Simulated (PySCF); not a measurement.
## TDDFT excited states: C5H7N3S

Compound: C₅H₇N₃S.
Structure used (GFN2-xTB), in Å, numbered top down from 1:
```xyz
16
C5H7N3S angstrom
C     -3.2650    0.2850   -0.6350
S     -2.4883   -1.1185    0.2113
C     -0.8230   -0.6200    0.1551
C      0.1987   -1.4171    0.7088
N      1.4408   -1.0147    0.6566
C      1.6671    0.1681    0.0570
C      3.0707    0.6582    0.0026
N      0.7220    0.9179   -0.4756
N     -0.5214    0.5322   -0.4292
H     -2.8551    0.3627   -1.6365
H     -3.0594    1.1911   -0.0747
H     -4.3294    0.0775   -0.6639
H     -0.0081   -2.3676    1.1818
H      3.2776    1.2548    0.8903
H      3.2110    1.2852   -0.8727
H      3.7540   -0.1858   -0.0101
```

Computed, not measured: TDDFT CAM-B3LYP/def2-SVPD, vertical, gas phase, core orbitals frozen in the response (PySCF).

Problem. What does the calculation give for the low-lying excited states?

Solution. 

| state | E (eV) | λ (nm) | f | \|μ\| (D) | main configurations (H = HOMO, L = LUMO) |
| --- | --- | --- | --- | --- | --- |
| S1 | 3.26 | 380.7 | 0.0042 | 0.58 | H-1→L (99%) |
| S2 | 4.27 | 290.1 | 0.0026 | 0.40 | H-1→L+1 (92%) |
| S3 | 4.29 | 288.8 | 0.040 | 1.56 | H→L (91%) |
| S4 | 5.30 | 233.9 | 0.365 | 4.26 | H→L+1 (96%) |
| S5 | 5.55 | 223.5 | 0.0003 | 0.11 | H-2→L (79%), H-4→L (15%) |
| S6 | 5.62 | 220.8 | 0.0000 | 0.01 | H→L+2 (76%), H→L+8 (11%) |
| S7 | 6.06 | 204.5 | 0.0000 | 0.02 | H-4→L (68%), H-6→L (16%), H-2→L (13%) |
| S8 | 6.40 | 193.9 | 0.022 | 0.96 | H→L+3 (83%) |

Triplets (Tamm–Dancoff): T1 2.59 eV, H-1→L (96%); T2 3.31 eV, H→L (90%); T3 3.92 eV, H→L+1 (80%).

The lowest singlet comes at 381 nm (314 kJ/mol) in the visible; it is very weak; its leading configuration is HOMO-1→LUMO (99%). The most intense listed level is S4 at 5.30 eV (234 nm, f = 0.365), 2.04 eV above S1. Löwdin shares by element: HOMO sulfur 50%, carbon 16% or more, nitrogen 8% or more (atoms not listed hold the other 26%); LUMO nitrogen 60%, carbon 20% or more (atoms not listed hold the other 19%). Orbital energies (eV): HOMO-3 -10.65, HOMO-2 -10.48, HOMO-1 -8.27, HOMO -8.02, LUMO -0.87, LUMO+1 0.01, LUMO+2 1.04. Weighted by f, the mean energy of these states is 5.24 eV. Of the 8 states listed, 3 reach f = 0.01 and 3 stay under 0.0005. S1 lies in the visible range (380 to 750 nm), at 381 nm, f = 0.0042; light of that wavelength is violet, and its complementary colour is yellow-green; a Tamm–Dancoff triplet lies at 480 nm, without intensity as long as spin–orbit coupling is left out. The window holds the lowest 8 singlets.

On an Arm Neoverse N1 with one thread, shared host with 64 logical CPUs at a one-minute load of 61, this took 1.9 min and 1.1 GiB of memory at its peak.

One conformer stands for the species.
